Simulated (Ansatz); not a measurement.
A nudged elastic band was laid between two geometries of AlCl$_{3}$FH (6 atoms, charge 0, multiplicity 1).

All numbers below come from RKS PBE/6-31G* (Ansatz 0.2.0).

```json
{
 "movable images": "5",
 "climbing image": "yes",
 "spring": "5.0 eV/Å²",
 "optimiser": "quadratic models (default)",
 "start path": "through a guess of the saddle point",
 "force threshold": "0.05 eV/Å",
 "iteration limit": "60",
 "end points": "relaxed"
}
```

First end point:

```xyz
6
Properties=species:S:1:pos:R:3
Al 0.014 -0.120 0.087
Cl 0.013 0.335 2.210
Cl 1.829 0.170 -0.933
Cl -1.821 0.090 -0.919
F 0.057 -2.013 0.671
H 0.053 -1.759 1.625
```

Last end point:

```xyz
6
Properties=species:S:1:pos:R:3
Al 0.020 -0.505 -0.223
Cl 0.019 0.030 2.272
Cl 1.823 0.320 -0.924
Cl -1.822 0.240 -0.915
F 0.054 -2.099 0.336
H 0.051 -1.282 2.194
```

(1) Which bonds break or form, and what moves?

(2) Give the energies along the band, and the barrier.

(3) What is the geometry of the highest image?

(4) What are the harmonic wavenumbers there?

Answers

(1) Bonds broken: F5–H6. Bonds formed: Cl2–H6.

(2) The run converged. The highest image is number 3 of 0 to 6, 0.132 eV above the first end and 0.068 eV above the last; the last end lies 0.064 eV above the first. A vibrational analysis at the climbing image gives one clearly imaginary mode, 399i cm⁻¹: a first-order saddle point. The orbitals stay closed-shell, which can raise the energy where a bond breaks towards radicals; this wasn't checked here.

| image | path coordinate (Å) | energy (eV) | F5–H6 (Å) | Cl2–H6 (Å) |
| --- | --- | --- | --- | --- |
| 0 | 0.00 | 0.000 | 0.99 | 2.18 |
| 1 | 0.20 | 0.019 | 1.02 | 1.93 |
| 2 | 0.40 | 0.083 | 1.11 | 1.71 |
| 3 | 0.59 | 0.132 | 1.28 | 1.51 |
| 4 | 0.80 | 0.098 | 1.53 | 1.39 |
| 5 | 1.01 | 0.071 | 1.77 | 1.33 |
| 6 | 1.22 | 0.064 | 2.03 | 1.31 |

(3) 
```xyz
6
Properties=species:S:1:pos:R:3:forces:R:3
Al 0.019 -0.350 -0.052 0.00 -0.01 0.01
Cl 0.023 0.063 2.255 -0.01 0.00 0.00
Cl 1.836 0.219 -0.932 0.00 0.00 0.00
Cl -1.828 0.140 -0.917 0.00 0.00 0.00
F 0.053 -2.008 0.639 0.00 0.00 -0.01
H 0.043 -1.360 1.748 0.01 0.00 0.00
```

(4) 399i, 98, 129, 170, 174, 326, 468, 523, 602, 762, 890, 1454 cm⁻¹.

The run took 41 s on 2 threads of Intel(R) Xeon(R) Platinum 8488C (Sapphire Rapids) (shared host), peak memory 0.16 GiB.
